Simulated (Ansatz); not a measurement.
Calculated with Ansatz (gas phase, PBE0-D4/def2-TZVP geometries, no zero-point term in ΔE). CCSD(T)/CBS is the MP2 limit (def2-TZVPP, def2-QZVPP) plus CCSD(T) − MP2 in def2-TZVPP, frozen cores. This one scheme is used for every species. Double bonds are as drawn, so ΔE can hold a change between cis and trans. DFT in def2-TZVPP. B3LYP here is the variant with VWN-RPA as its local correlation; programs differ in this. For Ga outer-core shells are correlated without core-valence functions, which leaves a few kJ/mol of doubt a bond. Scalar relativity is left out up to krypton. Each species was taken in one conformer, which may not be the lowest.

`[SiH3]O/C=[N]\[GaH][Cl]` + ethylene → `[Cl][GaH2]` + `C=C/N=C/O[SiH3]`  (formal exchange of groups at a Ga–N bond)

(1) Is it downhill or uphill in electronic energy at CCSD(T)/CBS, and by how much? (Estimate.)

(2) What do these levels give: r2SCAN-D4, PBE0-D4, B3LYP-D4, ωB97X-V, ωB97M-V, PBE, r2SCAN, PBE0, B3LYP, CCSD(T)/def2-TZVPP, SCS-MP2/def2-QZVPP, MP2/CBS(def2)? (An estimate is asked.)

Largest T1 diagnostic among the species: 0.015.

Results:

(1) Ansatz gave: Uphill: ΔE = +16.1 kcal/mol.

(2) Computed: r2SCAN-D4 13.4, PBE0-D4 12.2, B3LYP-D4 13.3, ωB97X-V 13.2, ωB97M-V 13.6, PBE 10.7, r2SCAN 13.1, PBE0 11.0, B3LYP 11.0, CCSD(T)/def2-TZVPP 15.9, SCS-MP2/def2-QZVPP 15.6, MP2/CBS(def2) 16.5 kcal/mol.

The D4 term adds +2.3 kcal/mol with B3LYP and +1.2 kcal/mol with PBE0; it sums over pairs of atoms, weighted by their polarisabilities, and B3LYP, whose exchange is more repulsive, gets the larger term. In def2-TZVPP, CCSD(T) changes the Hartree–Fock value by +4.4 kcal/mol (the triples alone add +0.4 kcal/mol) and MP2 by +4.8 kcal/mol.
